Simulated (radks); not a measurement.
Results of a calculation; reference values are marked as such.
Q: The tin anion Sn4-, [Xe], held by a Watson sphere: a shell of charge +3.55 at radius R that stands for the Madelung well of a crystal (potential energy -3.55/R inside, -3.55/r outside, in hartree with lengths in bohr). Code: a radial shooting solver on a logarithmic mesh with Libxc functionals. Model: scalar-relativistic Kohn-Sham, LDA (Slater exchange, Perdew-Wang correlation), spin-polarised, spherical densities, point nucleus. Response by self-consistent Sternheimer equations with the Hartree and adiabatic LDA kernel, the relativistic mass of each level held fixed and spin-orbit coupling left out. The sphere does not respond.

| R (bohr) | e(4d) (eV) | e(5s) (eV) | e(5p) (eV) | <r> 5p (bohr) | sum of <r^2> (bohr^2) | X-ray form factor at sin(theta)/lambda = 0.1 1/angstrom | alpha (bohr^3) |
|---|---|---|---|---|---|---|---|
| 4.04 | -21.385 | -7.913 | -2.462 | 3.798 | 140.7 | 47.131 | 193.1 |
| 4.58 | -21.323 | -7.399 | -2.089 | 4.111 | 159.2 | 46.817 | 277.9 |
| 5.28 | -21.368 | -7.017 | -1.724 | 4.526 | 186.0 | 46.512 | 432.6 |
| 5.58 | -21.411 | -6.926 | -1.601 | 4.706 | 198.5 | 46.416 | 516.3 |
| 5.83 | -21.452 | -6.874 | -1.512 | 4.855 | 209.4 | 46.351 | 594.6 |

Estimate the row for R = 3.5 bohr.

A: e(4d) (eV) -21.640; e(5s) (eV) -8.679; e(5p) (eV) -2.918; <r> 5p (bohr) 3.492; sum of <r^2> (bohr^2) 123.9; X-ray form factor at sin(theta)/lambda = 0.1 1/angstrom 47.513; alpha (bohr^3) 133.0.
